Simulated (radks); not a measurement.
Problem. All-electron atom: Mo29+ in [Ne] 3s2 3p1 (the NIST ground configuration). Calculated with a radial shooting solver on a logarithmic mesh with Libxc functionals: Dirac Kohn-Sham, exchange-only LDA, spin-unpolarised, spherical densities, finite nucleus; open shells are shared between the two j in proportion to 2j + 1; Fermi nuclear charge, rms radius 4.4091 fm. Some entries of the table are withheld. Estimate them.

orbital,occ.,eigenvalue (eV),r(max) (bohr)
1s1/2,2,-21290.07,0.02290
2s1/2,2,-4226.553,0.1289
2p1/2,2,(1),(2)
2p3/2,4,(3),(4)
3s1/2,2,-1637.934,0.3511
3p1/2,0.333333,(5),(6)
3p3/2,0.666667,(7),(8)

Solution. 
(1) 2p1/2 eigenvalue (eV): -4022.686
(2) 2p1/2 r(max) (bohr): 0.1001
(3) 2p3/2 eigenvalue (eV): -3912.863
(4) 2p3/2 r(max) (bohr): 0.1038
(5) 3p1/2 eigenvalue (eV): -1567.768
(6) 3p1/2 r(max) (bohr): 0.3328
(7) 3p3/2 eigenvalue (eV): -1541.161
(8) 3p3/2 r(max) (bohr): 0.3396
